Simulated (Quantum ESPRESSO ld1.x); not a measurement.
All-electron atom: Pd2+ in [Kr] 4d8 (the NIST ground configuration).

Calculated with ld1.x of Quantum ESPRESSO 7.5: Dirac Kohn-Sham, relativistic LDA (MacDonald-Vosko exchange, VWN5 correlation), spin-unpolarised, spherical densities, point nucleus; open shells fill j = l - 1/2 first.

Energy parts (eV):
total: -137001
kinetic: 142723
electron-nucleus: -330987
Hartree: 54856
exchange-correlation: -3593

Orbitals (lengths in bohr, moments of r in powers of bohr; r(max) is where P^2 peaks):
| orbital | occ. | eigenvalue (eV) | <r^2> | r(max) |
|---|---|---|---|---|
| 1s1/2 | 2 | -24043.4 | 0.001381 | 0.021 |
| 2s1/2 | 2 | -3536.06 | 0.02263 | 0.118 |
| 2p1/2 | 2 | -3286.71 | 0.01692 | 0.091 |
| 2p3/2 | 4 | -3128.70 | 0.01825 | 0.095 |
| 3s1/2 | 2 | -658.083 | 0.1657 | 0.344 |
| 3p1/2 | 2 | -558.922 | 0.1611 | 0.330 |
| 3p3/2 | 4 | -531.352 | 0.1704 | 0.338 |
| 3d3/2 | 4 | -354.322 | 0.1514 | 0.281 |
| 3d5/2 | 6 | -348.798 | 0.1542 | 0.283 |
| 4s1/2 | 2 | -110.138 | 1.008 | 0.848 |
| 4p1/2 | 2 | -79.1745 | 1.176 | 0.890 |
| 4p3/2 | 4 | -74.6256 | 1.249 | 0.919 |
| 4d3/2 | 4 | -27.8714 | 2.234 | 1.07 |
| 4d5/2 | 4 | -27.3411 | 2.289 | 1.08 |

The highest occupied level is 4d5/2 at -27.341 eV. The density falls to 0.001 e/bohr^3 at r = 3.36 bohr. Summed over all electrons, <r^2> = 30.47 bohr^2, which gives a Langevin (diamagnetic) susceptibility term of -24.1 x 10^-6 cm^3/mol.
